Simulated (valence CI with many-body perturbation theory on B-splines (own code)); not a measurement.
Results of a calculation; reference values are marked as such.
Hyperfine factors and g values of Re⁴²⁺

Method: relativistic CI+MBPT: five valence electrons over a frozen Dirac-Fock core [Ar] 3d10, a basis of 9 s, 9 p, 8 d, 6 f, 3 g, 1 h functions for each j, with the one-electron correlation potential Σ1, the two-electron term Σ2, the three-electron term Σ3, Breit, model QED; selected CI, second order for the rest (own B-spline code, finite nucleus).

The last digits are not significant, and no measured levels were compared; by estimate large intervals hold to a few tenths of a per cent, small ones and those within an open d or f shell to about a per cent. Among the levels kept, up to 270 cm⁻¹ of a level comes from second order outside the variational space, and about a tenth of that is noise between levels of different J, which matters for small intervals.

A/g_I is the dipole constant over the nuclear g factor μ/I (μ in nuclear magnetons, uniformly magnetised nucleus), B/Q the quadrupole constant per barn. Both hold the static response of the core; the bare values leave it out. Large factors of s and p1/2 electrons are usually good to 5 to 10 %; those of open d and f shells near neutrality can be off by tens of per cent, and small factors of p3/2, d and f electrons come from cancelling terms and can be off by a factor of two or in sign, in half-filled shells by more. B is blank for J = 1/2, where it vanishes, and for nearly pure S terms. Energies count from the lowest level.

Levels are named by their leading jj configuration (3d3/2^4 stands for four electrons in 3d with j = 3/2), which in mixed levels can hold well under half, so a name can repeat and another be missing. Letters in brackets count levels of one name in rising energy.

```csv
Level,E (cm⁻¹),g,A/g_I (MHz),A/g_I bare,B/Q (MHz/b),B/Q bare
(4s^2 4p1/2^2 4p3/2) J=3/2,0,1.362,58400,56100,113000,110000
(4s^2 4p1/2 4p3/2^2) J=3/2,775160,1.456,-33400,-32900,13400,13000
(4s^2 4p1/2 4p3/2^2) J=5/2,820040,1.195,155000,150000,-407,-380
(4s^2 4p1/2 4p3/2^2) J=1/2,876560,0.659,533000,516000,,
(4s^2 4p1/2^2 4d3/2) J=3/2,1269800,0.787,26600,26700,16500,16400
(4s^2 4p1/2^2 4d5/2) J=5/2,1476100,1.277,87600,85300,2710,2910
(4s 4p1/2^2 4p3/2^2) J=5/2,1610700,1.404,289000,280000,46600,45200
(4s^2 4p3/2^3) J=3/2,1659800,1.304,61800,59500,-127000,-123000
(4s 4p1/2^2 4p3/2^2) J=1/2,1710400,2.108,1550000,1500000,,
(4s 4p1/2^2 4p3/2^2) J=3/2,1727000,1.171,-224000,-217000,-25300,-24600
(4s^2 4p1/2 4p3/2 4d3/2) J=5/2 [a],2040600,0.961,117000,114000,-16100,-15400
(4s^2 4p1/2 4p3/2 4d3/2) J=3/2 [a],2043200,0.913,104000,102000,-72200,-69900
(4s^2 4p1/2 4p3/2 4d3/2) J=1/2 [a],2045600,0.205,204000,200000,,
(4s^2 4p1/2 4p3/2 4d3/2) J=7/2,2085700,1.045,113000,110000,116000,113000
(4s^2 4p1/2 4p3/2 4d3/2) J=5/2 [b],2204800,1.204,7640,7680,104000,101000
(4s^2 4p1/2 4p3/2 4d5/2) J=7/2 [a],2215300,1.310,-25600,-24600,130000,126000
(4s^2 4p1/2 4p3/2 4d3/2) J=3/2 [b],2215300,1.197,22800,22000,11500,11000
(4s^2 4p1/2 4p3/2 4d3/2) J=1/2 [b],2222600,1.696,252000,242000,,
(4s^2 4p1/2 4p3/2 4d5/2) J=3/2 [a],2231300,1.436,21500,21300,-53200,-51500
(4s^2 4p1/2 4p3/2 4d5/2) J=5/2 [a],2259400,1.162,161000,157000,-90700,-87700
(4s^2 4p1/2 4p3/2 4d5/2) J=9/2,2265300,1.194,85000,82600,119000,116000
(4s^2 4p1/2 4p3/2 4d5/2) J=7/2 [b],2374000,1.113,97700,95000,11500,11400
(4s^2 4p1/2 4p3/2 4d5/2) J=5/2 [b],2375700,1.235,-22600,-21600,19700,19300
(4s^2 4p1/2 4p3/2 4d5/2) J=3/2 [b],2387400,0.978,135000,131000,9380,9160
(4s^2 4p1/2 4p3/2 4d5/2) J=1/2,2396500,1.301,-227000,-218000,,
(4s 4p1/2 4p3/2^3) J=3/2 [a],2453100,1.412,219000,212000,-96000,-93000
(4s 4p1/2 4p3/2^3) J=5/2,2508300,1.276,397000,384000,-138000,-134000
(4s 4p1/2 4p3/2^3) J=1/2,2590700,1.303,-468000,-453000,,
(4s 4p1/2 4p3/2^3) J=3/2 [b],2592500,1.094,92700,89700,-2800,-2650
(4s 4p1/2^2 4p3/2 4d3/2) J=5/2 [a],2831600,1.237,207000,201000,47300,45700
(4s 4p1/2^2 4p3/2 4d3/2) J=3/2 [a],2841200,1.329,191000,185000,-3740,-3830
(4s 4p1/2^2 4p3/2 4d3/2) J=1/2 [a],2841900,2.500,869000,841000,,
(4s 4p1/2^2 4p3/2 4d3/2) J=7/2,2857300,1.270,232000,225000,107000,103000
(4s^2 4p1/2^2 4f5/2) J=5/2,2881300,0.916,36600,36000,7990,7430
(4s 4p1/2^2 4p3/2 4d3/2) J=3/2 [b],2942100,0.988,71600,69800,-67200,-65000
(4s^2 4p3/2^2 4d3/2) J=3/2 [a],2975600,1.181,42000,40600,-49800,-48500
(4s^2 4p3/2^2 4d3/2) J=1/2,2980200,1.566,66000,62100,,
(4s^2 4p1/2^2 4f7/2) J=7/2,2981200,1.200,53500,52500,-16000,-16200
(4s^2 4p3/2^2 4d3/2) J=5/2,2982200,1.191,62400,60600,-10000,-9830
(4s^2 4p3/2^2 4d3/2) J=7/2,2999400,1.136,47900,46700,23300,23000
```

(1) Take the isotope of mass number 185, with I = 5/2, μ = 3.176 μN and Q = 2.07 b. What is the hyperfine structure of (4s^2 4p1/2^2 4d3/2) J=3/2?

Answers

(1) From the table A = 33800 MHz, B = 34100 MHz. Shifts from the centre of gravity in MHz: F = 1: -154000, F = 2: -113000, F = 3: -27200, F = 4: 135000.
